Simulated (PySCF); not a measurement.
B(Br)(Me)(OH) (CH4BBrO), SMILES CB(O)Br. Atoms are numbered in the order given.

```xyz
8

B      0.1345    -0.9521     0.0000
Br    -0.0765     0.9902     0.0000
C     -1.1251    -1.8712     0.0000
H     -1.7531    -1.6616     0.8806
H     -0.8520    -2.9359     0.0000
H     -1.7531    -1.6616    -0.8806
O      1.3806    -1.4539     0.0000
H      2.0684    -0.7781     0.0000
```
Charge 0, spin multiplicity 1.

Geometry: PBE0-D3(BJ)/def2-SVP. Other conformers were not sampled.

Two levels are set side by side: PBE/pcSseg-1 (PySCF) and PBE0/pcSseg-1 (PySCF). GIAO shifts against BF3 (¹¹B), H2O (¹⁷O), TMS (¹H), TMS (¹³C) at the same level; non-relativistic, no solvent, atoms listed together averaged. Without spin–orbit terms, shifts of atoms bonded to Cl or Br come out too high at both levels. Differences are taken from unrounded values.

```json
[
 {"quantity": "δ(¹¹B) of B1 (ppm)", "PBE0": "35.9"},
 {"quantity": "δ(¹³C) of C3 (ppm)", "PBE0": "10.1"},
 {"quantity": "δ(¹⁷O) of O7 (ppm)", "PBE0": "206.5"},
 {"quantity": "δ(¹H) of H8 (ppm)", "PBE0": "5.85"}
]
```

Q: What does PBE give, and how far is it from PBE0? (An estimate is asked for; the answer gives what the named calculation found.)

A: 
```
quantity              PBE  PBE minus PBE0
------------------  -----  --------------
δ(¹¹B) of B1 (ppm)   35.6            -0.3
δ(¹³C) of C3 (ppm)    9.8            -0.3
δ(¹⁷O) of O7 (ppm)  220.1            13.6
δ(¹H) of H8 (ppm)    5.96            0.11
```

Rough cost on one machine, each run with all the roots and properties that it gave: PBE0 against PBE within a factor of 2.
